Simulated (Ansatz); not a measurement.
## Redistribution: C2H4Br2 + C2H5I → CHBr2I + C3H8

Species: C2H4Br2 `CC(Br)Br`, singlet; C2H5I (iodoethane) `CCI`, singlet; CHBr2I (dibromoiodomethane) `BrC(Br)I`, singlet; C3H8 (propane) `CCC`, singlet. The partners trade CH3 for I; both sit on C, so the bond types are kept.

Shapes, held fixed at every level: PBE0-D4/def2-TZVP. Programs: Ansatz 0.2.0. The zero-point and thermal change to 298 K, harmonic and unscaled (PBE0-D4/def2-TZVP), is -1.1 kJ/mol.

Estimate ΔH(298 K) of this reaction.

The highest level, CCSD(T)/def2-TZVPP, gives ΔH(298 K) = +46.7 kJ/mol; the levels span +42.9 to +59.7. The column of differences is taken from that level and isn't an error. No measured value is set beside it here. For atoms past krypton def2 sets carry core potentials with scalar relativity. Relativity is left out for Br. Outer-core shells of Br, I are correlated in most correlated rows, in sets that cover them unevenly.

```
               level                    kind  ΔH(298 K) (kJ/mol)  less CCSD(T)/def2-TZVPP
         HF/def2-SVP            Hartree–Fock               +59.7                    +13.0
       HF/def2-TZVPP            Hartree–Fock               +57.9                    +11.2
r2SCAN-D4/def2-TZVPP                meta-GGA               +46.9                     +0.2
 B3LYP-D4/def2-TZVPP           global hybrid               +42.9                     -3.8
 BHLYP-D4/def2-TZVPP           global hybrid               +46.4                     -0.3
  wB97X-V/def2-TZVPP  range-separated hybrid               +45.7                     -1.0
    CCSD(T)/def2-SVP   coupled cluster or CI               +46.2                     -0.5
  CCSD(T)/def2-TZVPP   coupled cluster or CI               +46.7                      0.0
```
